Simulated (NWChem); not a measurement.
Molecule: BNH₂Cl₂; SMILES NB(Cl)Cl

```xyz
6

B      0.0000     0.0000    -0.3478
Cl     1.5258     0.0000     0.5423
Cl    -1.5258     0.0000     0.5423
N      0.0000     0.0000    -1.7353
H     -0.8543     0.0000    -2.2766
H      0.8543     0.0000    -2.2766
```
Atoms are numbered in this order, from 1.

Program: NWChem. The geometry was optimised at PBE0/def2-SVP. Ions are spin-unrestricted doublets at the neutral geometry; other ion states weren't tried.

For level PBE0/def2-SVP:

−ε(HOMO) (eV): 8.36

What are these values for level PBE/def2-SVP?

The −ε(HOMO) (eV) comes out as 6.86.
